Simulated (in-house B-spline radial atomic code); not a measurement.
Values are calculated unless marked as measured or tabulated.
# Be ion on Al atom: potential, deflection and energy transfer

The pair potential comes from two frozen, spherical free-atom densities (PBE, B-spline radial code, scalar-relativistic past argon): electrostatics plus the change in Thomas-Fermi kinetic and Dirac exchange energy where they overlap, the recipe behind the universal ZBL potential, which averages such potentials (from solid-state densities) over many pairs. It is written V = (Z1 Z2 e²/r) φ(r/a), with e² = 14.3996 eV·Å and a = 0.46850 Å/(Z1^0.23 + Z2^0.23); ZBL's fit is φ = 0.18175 e^(−3.1998x) + 0.50986 e^(−0.94229x) + 0.28022 e^(−0.4029x) + 0.02817 e^(−0.20162x). Where φ falls below 4e-4 it is continued as an exponential.

Masses 9.01 and 26.98 u.

| x = r/a | φ, this pair | φ, ZBL |
| --- | --- | --- |
| 0.1 | 0.9044 | 0.8928 |
| 0.25 | 0.7862 | 0.7647 |
| 0.5 | 0.6449 | 0.6096 |
| 1 | 0.4541 | 0.4164 |
| 1.5 | 0.3286 | 0.2995 |
| 2 | 0.2454 | 0.2218 |
| 3 | 0.1446 | 0.1292 |
| 4 | 0.08953 | 0.08026 |
| 5 | 0.05935 | 0.05224 |
| 6.5 | 0.0354 | 0.02914 |
| 8 | 0.0214 | 0.01705 |
| 10 | 0.009882 | 0.008778 |
| 12 | 0.003835 | 0.00474 |
| 14.5 | 0.0007182 | 0.002328 |

Q: At x = 5 the electrostatic, kinetic and exchange parts are 24.65, 45.51 and -9.84 eV. Find r, V and φ.

A: a = 0.46850/(1.3755 + 1.8039) = 0.14735 Å, so r = 0.73677 Å. V = 24.65 + 45.51 + (-9.84) = 60.32 eV. The bare repulsion is 4 × 13 × 14.3996/0.73677 = 1016.3 eV, so φ = 0.0594, +13.6 % against ZBL's 0.0522. The kinetic (Pauli) term is 75 % of V here.

Q: The ion comes in at 0.6778 keV with impact parameter 0.7368 Å. The scattering integral gives a centre-of-mass angle of 11.75° and a closest approach of 5.275 a. What are the reduced energy, the energy passed on and the laboratory angles?

A: ε = E a M2/(Z1 Z2 e² (M1 + M2)) = 677.8 × 1.4753e-04 = 0.1. The most that one collision can pass on is γE with γ = 4 M1 M2/(M1 + M2)² = 0.7507. Here T = γE sin²(θ/2) = 0.7507 × 677.8 × 0.01047 = 5.329 eV. The ion turns by arctan(sin θ/(cos θ + M1/M2)) = 8.8°, and the struck atom leaves at (180° − θ)/2 = 84.1°. The closest approach is 0.777 Å. With ZBL the angle would be 10.78° and T = 4.493 eV.
